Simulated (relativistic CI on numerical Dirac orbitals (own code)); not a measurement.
# What each ingredient does to the levels of Cr XXI

Base calculation: Dirac-Coulomb-Breit CI, KLI orbitals optimised for each configuration, a model potential for QED, unscaled Slater integrals.

CI space (outside the closed core 1s2): 2s², 2s2p, 2p², 2p3s, 2p3p, 2s3s, 2s3p, 2s3d, 2s4s, 2s4p, 2s4d, 2s4f, 2s5s, 2s5p, 2s5d, 2s5f, 2s5g, 3s², 3s3p, 3p². Levels of other configurations are missing.

Variants: (1) P86 correlation estimate; (2) configuration mixing switched off; (3) non-relativistic limit. Shifts of the energy above 2s² ¹S0, in eV, for the lowest level and the first level of each name with at least 55 % of one term (blank where a level changes its place among those of its configuration and J or its character, or is not in the variant):

```
    Level     Base    Δ(1)     Δ(2)     Δ(3)
  2s² ¹S0    0.000   0.000    0.000    0.000
2s2p ³P°0   39.569  +0.402   -7.061   -0.834
2s2p ³P°1   42.440  +0.402   -7.060   -3.704
2s2p ³P°2   50.315  +0.402   -7.060  -11.580
2s2p ¹P°1   84.372  +0.402   -6.986   -8.970
  2p² ³P0  107.640  +0.624   -7.521   -7.779
  2p² ³P1  113.302  +0.626   -7.056  -13.441
  2p² ³P2  117.853  +0.626   -6.972  -17.992
  2p² ¹D2  131.160  +0.626   -6.658  -19.277
  2p² ¹S0  157.167  +0.599  -13.381  -18.576
 2s3s ³S1  926.381  +0.707   -5.663   -8.589
 2s3s ¹S0  934.102  +0.709   -4.465   -8.864
2s3p ³P°1  945.820  +0.884   -6.325         
2s3p ³P°0  945.836  +0.888   -6.881   -8.930
```

At this charge energies of transitions that change n are usually good to better than 1 %, and those within a shell (Δn = 0) to a few per cent.

Ionisation energy from the two ground configurations alone: base 1627.44 eV; P86 correlation estimate 1628.77 eV. The NIST ASD value (semi-empirical) is 1634.1 eV.

LS names give the leading component of a level, which can be under half, so a name can repeat, a term be missing and a line seem to break the LS rules.
